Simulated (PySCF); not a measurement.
palladium atom (Pd), singlet (core potentials on Pd); PySCF with BLYP/def2-SVPD, TDDFT.

Here is a job for PySCF.
```python
from pyscf import gto, scf, dft, tdscf

mol = gto.Mole()
mol.atom = '''
    Pd    0.000000    0.000000    0.000000
'''
mol.basis = 'def2-svpd'
mol.ecp = {'Pd': 'def2-svpd'}
mol.charge = 0
mol.spin = 0
mol.verbose = 4
mol.build()

mf = dft.RKS(mol)
mf.xc = 'blyp'
mf.kernel()
td = mf.TDDFT()
td.nstates = 5
td.kernel()
td.analyze(verbose=3)
```

What the program printed (banner, timings and long lists left out):

```
PySCF version 2.14.0

[INPUT] verbose = 4
[INPUT] num. atoms = 1
[INPUT] num. electrons = 18
[INPUT] charge = 0
[INPUT] spin (= nelec alpha-beta = 2S) = 0
[INPUT] symmetry False subgroup None
[INPUT] Mole.unit = angstrom
[INPUT] Symbol           X                Y                Z      unit          X                Y                Z       unit  Magmom
[INPUT]  1 Pd     0.000000000000   0.000000000000   0.000000000000 AA    0.000000000000   0.000000000000   0.000000000000 Bohr   0.0

nuclear repulsion = 0
number of shells = 12
number of NR pGTOs = 60
number of NR cGTOs = 34
basis = def2-svpd
ecp = {'Pd': 'def2-svpd'}

******** <class 'pyscf.dft.rks.RKS'> ********
method = RKS
initial guess = minao
damping factor = 0
level_shift factor = 0
DIIS = <class 'pyscf.scf.diis.CDIIS'>
diis_start_cycle = 1
diis_space = 8
diis_damp = 0
SCF conv_tol = 1e-09
SCF conv_tol_grad = None
SCF max_cycles = 50
direct_scf = True
direct_scf_tol = 1e-13
XC library pyscf.dft.libxc version 7.1.2
    S. Lehtola, C. Steigemann, M. J. T. Oliveira, and M. A. L. Marques,  SoftwareX 7, 1–5 (2018)
XC functionals = blyp
    A. D. Becke,  Phys. Rev. A 38, 3098 (1988)
    C. Lee, W. Yang, and R. G. Parr,  Phys. Rev. B 37, 785 (1988)
    B. Miehlich, A. Savin, H. Stoll, and H. Preuss,  Chem. Phys. Lett. 157, 200 (1989)
radial grids:
    Treutler-Ahlrichs [JCP 102, 346 (1995); DOI:10.1063/1.469408] (M4) radial grids

becke partition: Becke, JCP 88, 2547 (1988); DOI:10.1063/1.454033
pruning grids: <function nwchem_prune>
grids dens level: 3
symmetrized grids: False
atomic radii adjust function: <function treutler_atomic_radii_adjust>
small_rho_cutoff = 0
Set gradient conv threshold to 3.16228e-05
Initial guess from minao.
tot grids = 22176
init E= -117.111181016806
  HOMO = -0.998576499721301  LUMO = -0.606403825324145  gap/eV = 10.67156
cycle= 1 E= -127.066164181633  delta_E= -9.95  |g|=  1.5  |ddm|= 2.54

WARN: HOMO 0.210285960487678 == LUMO 0.210285960487696

cycle= 2 E= -111.092885893875  delta_E=   16  |g|= 4.64  |ddm|= 17.4
  HOMO = -0.408979191935252  LUMO = -0.291991397918312  gap/eV = 3.18340
cycle= 3 E= -127.729282794506  delta_E= -16.6  |g|= 0.498  |ddm|= 17.3

WARN: HOMO 0.00776220033508767 == LUMO 0.00776220033878982

cycle= 4 E= -126.904658685171  delta_E= 0.825  |g|= 1.73  |ddm|= 2.68
  HOMO = -0.0616427598998779  LUMO = -0.0596909079875601  gap/eV = 0.05311
cycle= 5 E= -127.212697637939  delta_E= -0.308  |g|=  1.3  |ddm|= 2.32

WARN: HOMO -0.0863863511961738 == LUMO -0.0861706402122875

cycle= 6 E= -127.291391111627  delta_E= -0.0787  |g|= 1.15  |ddm|= 2.28
  HOMO = -0.106116294573448  LUMO = -0.104433150579004  gap/eV = 0.04580
cycle= 7 E= -127.359803331223  delta_E= -0.0684  |g|= 1.02  |ddm|=  2.3
  HOMO = -0.127894752566215  LUMO = -0.115006956177425  gap/eV = 0.35069
cycle= 8 E= -127.806272871154  delta_E= -0.446  |g|= 0.0258  |ddm|= 2.36
  HOMO = -0.132947872435244  LUMO = -0.119113964450085  gap/eV = 0.37644
cycle= 9 E= -127.806125589394  delta_E= 0.000147  |g|= 0.0195  |ddm|= 0.269
  HOMO = -0.135908266692647  LUMO = -0.120128758708347  gap/eV = 0.42938
cycle= 10 E= -127.806301918466  delta_E= -0.000176  |g|= 0.0307  |ddm|= 0.141
  HOMO = -0.135034797061315  LUMO = -0.119741882026465  gap/eV = 0.41614
cycle= 11 E= -127.806356792075  delta_E= -5.49e-05  |g|= 0.027  |ddm|= 0.00963
  HOMO = -0.131161725158527  LUMO = -0.118458435628618  gap/eV = 0.34567
cycle= 12 E= -127.806516377215  delta_E= -0.00016  |g|= 0.00568  |ddm|= 0.0228
  HOMO = -0.130751224609117  LUMO = -0.118241831290932  gap/eV = 0.34040
cycle= 13 E= -127.806532651923  delta_E= -1.63e-05  |g|= 0.0016  |ddm|= 0.0309
  HOMO = -0.13088020178573  LUMO = -0.118285094767816  gap/eV = 0.34273
cycle= 14 E= -127.806533351092  delta_E= -6.99e-07  |g|= 0.00106  |ddm|= 0.00993
  HOMO = -0.131136207636515  LUMO = -0.11836522452503  gap/eV = 0.34752
cycle= 15 E= -127.806533777891  delta_E= -4.27e-07  |g|= 0.000147  |ddm|= 0.0039
  HOMO = -0.131105698460786  LUMO = -0.118354224181376  gap/eV = 0.34699
cycle= 16 E= -127.806533786152  delta_E= -8.26e-09  |g|= 1.17e-05  |ddm|= 0.000518
  HOMO = -0.131107840962784  LUMO = -0.118354920202948  gap/eV = 0.34702
cycle= 17 E= -127.806533786189  delta_E= -3.73e-11  |g|= 2.09e-06  |ddm|= 3.96e-05
  HOMO = -0.131108512089637  LUMO = -0.118355143265782  gap/eV = 0.34704
Extra cycle  E= -127.806533786179  delta_E= 1.02e-11  |g|= 4.05e-06  |ddm|= 5.06e-05
converged SCF energy = -127.806533786179

******** <class 'pyscf.tdscf.rks.CasidaTDDFT'> for <class 'pyscf.dft.rks.RKS'> ********
nstates = 5 singlet
deg_eia_thresh = 1.000e-03
wfnsym = None
conv_tol = 1e-05
eigh lindep = 1e-12
eigh level_shift = 0
eigh max_cycle = 100

Traceback (most recent call last):
  File "input.py", line 19, in <module>
  File "site-packages/pyscf/tdscf/rks.py", line 139, in kernel
  File "site-packages/pyscf/tdscf/_lr_eig.py", line 150, in eigh
RuntimeError: Not enough eigenvalues
```

The run crashed.
